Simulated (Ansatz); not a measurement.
A nudged elastic band was laid between two geometries of F2H2OSi + H3P (10 atoms, charge 0, multiplicity 1).

All numbers below come from Ansatz 0.2.0, RKS CAM-B3LYP-D4/def2-SVP.

- movable images: 2
- climbing image: no
- spring: 5.0 eV/Å²
- optimiser: quadratic models (default)
- start path: through a guess of the saddle point
- force threshold: 0.03 eV/Å
- iteration limit: 60
- end points: relaxed

Initial state:

```xyz
10
Properties=species:S:1:pos:R:3
Si -0.353 0.215 -0.003
H -0.063 0.508 1.399
F 1.009 0.081 -0.849
F -1.141 1.440 -0.681
O -1.232 -1.152 -0.101
H -1.534 -1.487 -0.953
P 2.011 -2.867 1.272
H 0.623 -2.854 0.952
H 2.316 -1.841 0.335
H 1.855 -1.954 2.355
```

Final state:

```xyz
10
Properties=species:S:1:pos:R:3
Si 0.212 -0.529 -0.490
H 0.512 0.115 2.890
F 0.976 0.450 -1.503
F -0.383 0.379 0.703
O -1.015 -1.169 -1.356
H -1.707 -1.680 -0.924
P 1.697 -1.925 0.423
H 0.688 -2.626 1.146
H 1.652 -2.811 -0.692
H 0.861 -0.113 3.529
```

Problem. What changes between the two ends?

Solution. Bonds broken: Si1–H2, P7–H10. Bonds formed: Si1–P7, H2–H10. F2H2OSi + H3P becomes F2H3OPSi + H2.

Problem. Give the energies along the band, and the barrier.

Solution. The run converged. The highest image is number 1 of 0 to 3, 72.9 kJ/mol above the first end and 46.4 kJ/mol above the last; the last end lies 26.5 kJ/mol above the first. No image climbed, so the highest image needn't sit at the top of the path. A band with more images between the same ends climbed to 3.09 eV, so this one has probably stepped over the top. So few images can step over the top or miss a turn of the path. The orbitals stay closed-shell, which can raise the energy where a bond breaks towards radicals; this wasn't checked here.

```csv
image,path coordinate (Å),energy (kJ/mol),Si1–H2 (Å),P7–H10 (Å),Si1–P7 (Å)
0,0.00,0.0,1.46,1.42,4.09
1,1.89,72.9,1.50,1.45,3.30
2,3.78,71.9,2.56,2.26,2.28
3,5.67,26.5,3.45,3.69,2.23
```

Problem. What is the geometry of the highest image?

Solution. 
```xyz
10
Properties=species:S:1:pos:R:3:forces:R:3
Si -0.159 -0.054 0.049 -0.42 0.44 0.34
H 0.095 -0.080 1.525 -0.15 -0.06 -1.01
F 1.055 -0.048 -1.025 -0.02 -0.11 0.54
F -0.741 1.427 -0.015 -0.47 0.57 -0.55
O -1.241 -1.163 -0.454 0.00 -0.05 0.25
H -1.098 -1.824 -1.139 0.10 0.19 0.00
P 1.832 -2.303 1.418 0.31 -0.64 0.65
H 0.500 -2.789 1.339 -0.07 -0.11 0.06
H 1.870 -2.018 0.015 -0.04 0.54 0.41
H 1.378 -1.058 2.014 0.76 -0.77 -0.69
```

The band took 53 iterations and about 10 core-minutes.

Run time: 2.8 min on 4 threads of Arm Neoverse V1, on a shared host, peak memory 0.25 GiB.
